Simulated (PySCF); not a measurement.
These are PySCF 2.14.0 with PBE-D3(BJ)/def2-TZVP // r2SCAN-D4/def2-SVP values and carry that method's errors. All species are isolated molecules in the gas phase. 

Reference species: [Y(Cl)2(F)] (neutral, multiplicity 1).

The mean distance from the central atom to its bonded neighbours is 2.297 Å and the HOMO–LUMO gap comes out as 4.12 eV. The LUMO is -3.54 eV.

Changed species: [Y(Cl)3] (0 of 3 Cl replaced by F; the reference has 1 of 3 Cl replaced by F).

Question: What does the change do to the mean distance from the central atom to its bonded neighbours, HOMO–LUMO gap and LUMO?

Answer: the mean distance from the central atom to its bonded neighbours rises by 0.146 Å, to 2.443 Å; the HOMO–LUMO gap decreases by 0.07 eV, to 4.05 eV; the LUMO falls by 0.15 eV, to -3.69 eV.
